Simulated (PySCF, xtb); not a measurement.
Be(Me)(SiH3) (CH6BeSi), SMILES [CH3][Be][SiH3].

GFN2-xTB (xtb) at its own geometry gives an orbital gap of 3.56 eV and a dipole moment of 2.47 D.

Geometry: PBE-D3(BJ)/def2-TZVP.

Task: What does M06-2X/def2-TZVPD (PySCF) give? (The exact figures need the calculation; the answer reports its results.)

Result: gap 8.37 eV (levels -8.70 and -0.33 eV), dipole 1.12 D.
